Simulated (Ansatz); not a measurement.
Calculated with Ansatz (gas phase, PBE0-D4/def2-TZVP geometries, no zero-point term in ΔE). CBS: MP2 limit from def2 TZ/QZ plus the TZ coupled-cluster correction, frozen cores. This one scheme is used for every species. Functionals use def2-TZVPP. B3LYP here is the variant with VWN-RPA as its local correlation; programs differ in this. For Ga outer-core shells are correlated without core-valence functions, which leaves a few kJ/mol of doubt a bond. Scalar relativity is left out up to krypton. One conformer a species, not always the lowest.

`C[O][Ga]([OH])[SH]` + H₂ → `[OH][GaH][SH]` + CH₃OH  (hydrogenolysis of a Ga–O bond)

`C[O][Ga]([OH])[SH]`:

```xyz
10

C    -1.066    1.466   -0.445
O    -0.003    1.012    0.356
Ga    0.609   -0.652    0.313
O     1.967   -1.056    1.381
S    -0.266   -2.172   -0.990
H    -0.703    2.199   -1.173
H    -1.569    0.663   -0.999
H    -1.816    1.954    0.186
H     2.261   -0.307    1.906
H     0.587   -3.107   -0.537
```

H₂:

```xyz
2

H    -0.344    0.123   -0.077
H     0.344   -0.123    0.077
```

`[OH][GaH][SH]`:

Cartesian coordinates in Å:
```
O -0.637 -1.095 -0.604
Ga 0.398 0.329 -0.304
S 0.179 1.117 1.726
H -0.559 -1.457 -1.489
H 1.345 0.931 -1.379
H -0.726 0.177 2.050
```

CH₃OH:

Cartesian coordinates in Å:
```
C -0.058 -0.285 -0.206
O 0.334 0.424 0.947
H 0.104 -1.344 0.000
H 0.538 -0.014 -1.086
H -1.120 -0.143 -0.444
H 0.202 1.361 0.788
```

```
             level  ΔE (kcal/mol)
           PBE0-D4            5.8
           ωB97X-V            7.0
               PBE            5.1
            r2SCAN            7.6
             B3LYP            5.1
    MP2/def2-TZVPP           10.3
   CCSD/def2-TZVPP            7.4
CCSD(T)/def2-TZVPP            8.5
```

What does CCSD(T)/CBS give? (An estimate is asked.)

The calculation gave: +8.0 kcal/mol. The listed levels differ from it by -2.2, -1.0, -2.9, -0.4, -2.9, 2.3, -0.6, 0.5 kcal/mol.

Largest T1 diagnostic among the species: 0.014.

In def2-TZVPP, CCSD(T) changes the Hartree–Fock value by +4.6 kcal/mol (the triples alone add +1.2 kcal/mol) and MP2 by +6.4 kcal/mol. From PBE to PBE0 (25 % exact exchange), in def2-TZVPP and without D4, ΔE moves by −0.8 kcal/mol. The D4 term adds +2.5 kcal/mol with B3LYP and +1.4 kcal/mol with PBE0; it sums over pairs of atoms, weighted by their polarisabilities, and B3LYP, whose exchange is more repulsive, gets the larger term.
